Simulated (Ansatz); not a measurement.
Cartesian coordinates in Å:
```
N 0.121 1.080 -1.460
C 0.201 0.448 -0.387
C -0.519 -0.200 0.694
As 1.504 -0.294 0.875
H -0.858 1.232 -1.722
H -1.057 -1.119 0.488
H -0.979 0.439 1.443
H 1.588 -1.587 0.070
```

The species carries charge 0 and has multiplicity 1.

(1) List the PBE0/def2-TZVPP orbital energies in eV (Ansatz 0.2.0). (Estimate.)

Answers

(1) Ansatz gave: Occupied: -11598.28, -1468.82, -1312.28, -1312.25, -1312.24, -391.46, -280.20, -279.11, -192.17, -138.89, -138.79, -138.76, -45.32, -45.28, -45.27, -45.17, -45.16, -25.81, -22.12, -16.91, -15.23, -13.84, -13.16, -10.77, -9.55, -8.74, -7.88, -6.84. Lowest empty: -0.77, -0.39, 0.65, 1.40, 2.10, 2.50, 3.22, 4.26.
